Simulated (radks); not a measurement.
Numerical settings for the antimony ion Sb+, [Kr] 4d10 5s2 5p2. Calculated with a radial shooting solver on a logarithmic mesh with Libxc functionals: scalar-relativistic Kohn-Sham, r2SCAN, spin-polarised, spherical densities, finite nucleus; open shells are filled with parallel spins first (spin-orbit coupling, left out, can overturn this in heavy ions); meta-GGA in the generalised Kohn-Sham scheme; Fermi nuclear charge, rms radius 4.6802 fm. The defaults (mesh step 0.008 in ln r, mesh end at 40 bohr or more with all orbitals vanishing there, Anderson mixing 0.5 over 9 steps, residual threshold near 1e-9 with the energy settled to 1e-9 hartree or 1e-11 of itself, here a cap of 85 iterations) give E = -6481.873 hartree and 5p at -12.940 eV in 13 iterations. Run on one thread of a shared host, so times are rough (Arm Neoverse V2): 0.2 s of CPU time, 0.2 s wall, 13 iterations on 2314 mesh points. Changes against that run (0 stands for a change within the tolerance of the run):

\begin{tabular}{lrrrrr}
setting & iterations & converged & E (mhartree) & e(5p) (meV) & CPU (s) \\ \hline
mesh step in ln r 0.005 & 15 & yes & 0 & +0.00682 & 0.34 \\
mesh step in ln r 0.03 & 11 & yes & -0.177 & -0.00563 & 0.05 \\
mesh step in ln r 0.003 & 18 & yes & 0 & +0.0144 & 0.64 \\
mesh end (bohr) 5 & 12 & yes & +59.4 & +1.39e+03 & 0.18 \\
mesh end (bohr) 8 & 13 & yes & +0.411 & +21 & 0.19 \\
residual threshold 0.001 & 8 & yes & -0.00376 & +3.33 & 0.14 \\
residual threshold 1e-16 & 85 & no & 0 & +0.0148 & 0.61 \\
mixing 1 & 12 & yes & 0 & +0.00713 & 0.18 \\
linear mixing, mixing 1 & 20 & no & diverged & - & 0.43 \\
linear mixing, mixing 0.05 & 85 & no & +5.37 & -17.5 & 1.1 \\
mixing history 2 & 15 & yes & 0 & +0.0131 & 0.22 \\
iteration cap 2 & 2 & no & +606 & -7.02e+03 & 0.05 \\
\end{tabular}

Settings that end as converged yet miss the energy by more than 1 mhartree: mesh end (bohr) 5 (+0.0594 hartree). A mesh that ends early acts as a hard wall.
